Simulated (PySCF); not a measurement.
Si(CCH)3(F) (C6H3FSi), SMILES F[Si](C#C)(C#C)C#C. Atoms are numbered in the order given.

```xyz
11

C     -2.5073    -1.4476     0.6950
C     -1.5002    -0.8661     0.3003
Si     0.0000     0.0000    -0.2748
F      0.0000     0.0000    -1.9104
C      1.5002    -0.8661     0.3003
C      2.5073    -1.4476     0.6950
C      0.0000     1.7323     0.3003
C      0.0000     2.8952     0.6950
H     -3.3958    -1.9606     1.0413
H      3.3958    -1.9606     1.0413
H      0.0000     3.9211     1.0413
```

Coordinates come from a PBE-D3(BJ)/def2-SVP optimisation.

These are PySCF 2.14.0 with TDA-ωB97X/def2-SVPD values and carry that method's errors.

Vertical excitations; the highest root listed may be one member of a degenerate set. Isolated molecule, no solvent. State labels are in the subgroup Cs.

```tsv
state	symmetry	energy (eV)	λ (nm)	f	main pairs
S1	A"	5.57	222	0.000	HOMO→LUMO 69 %
S2	A'	5.81	213	0.001	HOMO−4→LUMO, HOMO−1→LUMO, HOMO→LUMO+4, HOMO−3→LUMO+4 (degenerate set)
S3	A"	5.81	213	0.001	HOMO−3→LUMO, HOMO−2→LUMO, HOMO→LUMO+5, HOMO−3→LUMO+5 (degenerate set)
S4	A"	5.98	208	0.001	HOMO→LUMO+1, HOMO−2→LUMO, HOMO−3→LUMO, HOMO−4→LUMO+2 (degenerate set)
S5	A'	5.98	208	0.001	HOMO→LUMO+2, HOMO−1→LUMO, HOMO−4→LUMO, HOMO−4→LUMO+1 (degenerate set)
S6	A"	5.99	207	0.000	HOMO−1→LUMO+2 38 %, HOMO−2→LUMO+1 38 %, HOMO−5→LUMO+8 10 %
S7	A"	6.19	200	0.002	HOMO−5→LUMO+2, HOMO−2→LUMO+1, HOMO−1→LUMO+2, HOMO−1→LUMO+8 (degenerate set)
S8	A'	6.19	200	0.002	HOMO−5→LUMO+1, HOMO−2→LUMO+2, HOMO−1→LUMO+1, HOMO−2→LUMO+8 (degenerate set)
S9	A'	6.24	199	0.001	HOMO−5→LUMO 31 %, HOMO−3→LUMO+2 14 %, HOMO−4→LUMO+1 14 %, HOMO−2→LUMO+4 8 %
S10	A'	8.30	149	0.516	HOMO−1→LUMO 37 %, HOMO→LUMO+2 29 %, HOMO−4→LUMO 12 %
T1	A'	4.71	263	0	HOMO−1→LUMO, HOMO→LUMO+2, HOMO−5→LUMO+5, HOMO−1→LUMO+5 (degenerate set)
T2	A"	4.71	263	0	HOMO−2→LUMO, HOMO→LUMO+1, HOMO−5→LUMO+4, HOMO−1→LUMO+4 (degenerate set)
T3	A'	4.87	255	0	HOMO−5→LUMO 27 %, HOMO−4→LUMO+1 14 %, HOMO−3→LUMO+2 14 %, HOMO−2→LUMO+4 13 %
T4	A"	5.12	242	0	HOMO→LUMO 51 %, HOMO−2→LUMO+1 10 %, HOMO−1→LUMO+2 10 %, HOMO−3→LUMO+5 10 %
```
Triplets are in the Tamm–Dancoff approximation.
